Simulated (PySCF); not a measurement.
Broadened absorption spectrum of B6H9I

Species: B6H9I.
Bonds: B1–B2, B1–B5, B1–B6, B2–B4, B2–B5, B3–B4, B3–B5, B3–B6, B4–B5, B5–B6, B6–I12. Hydrogens: H7, H13 on B1; H8, H13, H14 on B2; H9, H15, H16 on B3; H10, H14, H15 on B4; H11 on B5; H16 on B6.

Theory: TDDFT CAM-B3LYP/def2-SVPD, vertical, gas phase, core orbitals frozen in the response, def2 core potentials past Kr (PySCF). Geometry: PBE0-D3(BJ)/def2-SVP; no solvent, vibrations or thermal averaging. Spin–orbit coupling is left out.

Each state is given a Gaussian of 0.4 eV full width at half maximum, with ε(max) = 2.175×10⁸ f / Δν̃ (Δν̃ the width in cm⁻¹). The width is an assumption, not a result. The curve ends short of the highest state used, and states not computed would add to its high-energy end.

λ (nm), ε (L mol⁻¹ cm⁻¹) and a bar:
```
    202.8       2561 ###########
    205.2       2027 #########
    207.5       1553 #######
    209.9       1274 ######
    212.3       1390 ######
    214.7       2008 #########
    217.0       3051 ##############
    219.4       4417 ####################
    221.8       5721 ##########################
    224.2       6575 #############################
    226.6       6727 ##############################
    228.9       6212 ############################
    231.3       5206 #######################
    233.7       4063 ##################
    236.1       3102 ##############
    238.4       2527 ###########
    240.8       2333 ##########
    243.2       2484 ###########
    245.6       2849 #############
    247.9       3274 ###############
    250.3       3693 ################
    252.7       4029 ##################
    255.1       4259 ###################
    257.4       4379 ####################
    259.8       4400 ####################
    262.2       4313 ###################
    264.6       4109 ##################
    266.9       3805 #################
    269.3       3389 ###############
    271.7       2901 #############
    274.1       2382 ###########
    276.4       1896 ########
    278.8       1433 ######
    281.2       1039 #####
    283.6        723 ###
    286.0        484 ##
    288.3        318 #
    290.7        198 #
    293.1        119 #
    295.5         69 
    297.8         40 
    300.2         22 
    302.6         12 
    305.0          6
```

Question: Where are the band maxima, and which computed states make them?

Answer: 259 nm (4.79 eV), ε about 4400, made up of S1 (56%) and S2 (44%); 226 nm (5.49 eV), ε about 6800, made up of S3 (97%) (ε in L mol⁻¹ cm⁻¹; maxima over ε = 5, shares over 10%). At its high-energy end, 6.11 eV, the curve is still rising (ε about 2500, from S6, S7, S8 and S9). The states used: S1 4.67 eV (f 0.047); S2 4.94 eV (f 0.043); S3 5.49 eV (f 0.097); S4 5.65 eV (f 0.0040); S5 5.78 eV (f 0.0005); S6 6.10 eV (f 0.016); S7 6.18 eV (f 0.013); S8 6.29 eV (f 0.0082); S9 6.46 eV (f 0.038); S10 6.71 eV (f 0.091).

Question: On this curve, what absorbance would a 10⁻⁴ mol/L sample give at 248 nm over a 1 cm path?

Answer: 248 nm is 4.999 eV, where ε is about 3300 L mol⁻¹ cm⁻¹, so A = ε c l ≈ 0.33 (Beer–Lambert, with the gas-phase spectrum and the assumed width).

Question: Coming from long wavelengths, where does ε first pass 100 L mol⁻¹ cm⁻¹?

Answer: At about 294 nm (4.22 eV), 0.45 eV below S1.

Question: What would ε be at 5.49 eV, the highest of these maxima, with half the width (0.2 eV)?

Answer: About 13200 L mol⁻¹ cm⁻¹ against 6760, a factor of about 1.95; a lone state at its own centre would give exactly 2.

All these states lie below the vertical ionisation energy of 8.76 eV (ΔSCF).

Time: 4.5 min wall (with the writing of density and orbital grids); peak memory 1.3 GiB. Hardware: one thread, Arm Neoverse V1 (aarch64), shared host.
